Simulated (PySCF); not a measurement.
Dimethylphenyl phosphine oxide, C8H11OP.
Bonds: C1–P2, P2–C3, P2–O4 (double), P2–C5, C5–C6 (aromatic), C6–C7 (aromatic), C7–C8 (aromatic), C8–C9 (aromatic), C9–C10 (aromatic), C5–C10 (aromatic). Hydrogens: H11, H12, H13 on C1; H14, H15, H16 on C3; H17 on C6; H18 on C7; H19 on C8; H20 on C9; H21 on C10.

The same species was optimised twice, with GFN2-xTB and with PBE0-D3(BJ)/def2-SVP (PySCF), and the same property calculations (PySCF, gas phase) were run on both structures.

```csv
coordinate,GFN2-xTB,PBE0-D3(BJ)/def2-SVP,change
P2=O4 (Å),1.468,1.499,+0.031
C1–P2 (Å),1.836,1.816,-0.020
P2–C3 (Å),1.836,1.817,-0.019
C5–C6 (Å),1.386,1.398,+0.012
C5–C10 (Å),1.388,1.400,+0.012
C6–C7 (Å),1.384,1.394,+0.010
C9–C10 (Å),1.383,1.393,+0.010
C8–C9 (Å),1.386,1.396,+0.010
C7–C8 (Å),1.385,1.394,+0.009
P2–C5 (Å),1.820,1.821,+0.001
O4–P2–C5 (°),113.7,111.9,-1.8
P2–C5–C10 (°),122.7,123.9,+1.2
P2–C5–C6 (°),117.3,116.3,-1.0
C1–P2–O4 (°),113.1,114.1,+1.0
C3–P2–O4 (°),113.1,114.0,+0.9
C5–C10–C9 (°),119.8,120.0,+0.2
C6–C7–C8 (°),119.8,120.0,+0.2
C3–P2–C5 (°),105.5,105.3,-0.2
C1–P2–C5–C6 (°),-125,-126,-1
```

Rotational constants: A = 2291, B = 778.2, C = 693.4 MHz (GFN2-xTB) against A = 2270, B = 777.5, C = 688.8 MHz (PBE0-D3(BJ)/def2-SVP). Atoms that the bonding makes alike are paired by their places after alignment.

On the GFN2-xTB structure: HOMO (eV) -7.50 [PBE0/pcSseg-1]; LUMO (eV) -0.84 [PBE0/pcSseg-1]; dipole (D) 4.04 [PBE0/pcSseg-1]; GIAO shielding of C1/C3 (mean) (ppm) 164.8 [PBE0/pcSseg-1]; GIAO shielding of P2 (ppm) 316.0 [PBE0/pcSseg-1]; GIAO shielding of O4 (ppm) 243.9 [PBE0/pcSseg-1]; GIAO shielding of C5 (ppm) 44.3 [PBE0/pcSseg-1]; GIAO shielding of C6/C10 (mean) (ppm) 51.3 [PBE0/pcSseg-1]; GIAO shielding of C7/C9 (mean) (ppm) 53.3 [PBE0/pcSseg-1]; GIAO shielding of C8 (ppm) 50.3 [PBE0/pcSseg-1].

Problem. What do these properties become on the PBE0-D3(BJ)/def2-SVP structure?

Solution. 
| property | level | on GFN2-xTB | on PBE0-D3(BJ)/def2-SVP | change |
| --- | --- | --- | --- | --- |
| HOMO (eV) | PBE0/pcSseg-1 | -7.50 | -7.45 | +0.05 |
| LUMO (eV) | PBE0/pcSseg-1 | -0.84 | -0.87 | -0.03 |
| dipole (D) | PBE0/pcSseg-1 | 4.04 | 4.17 | +0.13 |
| energy, GFN2-xTB geometry as zero (kcal/mol) | PBE0/pcSseg-1 | 0.0 | -1.2 | -1.2 |
| GIAO shielding of C1/C3 (mean) (ppm) | PBE0/pcSseg-1 | 164.8 | 164.2 | -0.6 |
| GIAO shielding of P2 (ppm) | PBE0/pcSseg-1 | 316.0 | 311.7 | -4.3 |
| GIAO shielding of O4 (ppm) | PBE0/pcSseg-1 | 243.9 | 238.5 | -5.4 |
| GIAO shielding of C5 (ppm) | PBE0/pcSseg-1 | 44.3 | 42.6 | -1.7 |
| GIAO shielding of C6/C10 (mean) (ppm) | PBE0/pcSseg-1 | 51.3 | 48.0 | -3.3 |
| GIAO shielding of C7/C9 (mean) (ppm) | PBE0/pcSseg-1 | 53.3 | 50.8 | -2.5 |
| GIAO shielding of C8 (ppm) | PBE0/pcSseg-1 | 50.3 | 47.9 | -2.4 |

The heavy atoms differ by 0.027 Å rms after alignment (one structure mirrored). Among bonds between heavy atoms P2=O4 changes most (+0.031 Å). Changes are differences of the printed values. Neither structure is proved a minimum here.

Conformer computed: `[CH3:1][P:2]([CH3:3])(=[O:4])[c:5]1[cH:6][cH:7][cH:8][cH:9][cH:10]1`: C1–P2–C5–C6 -126°.
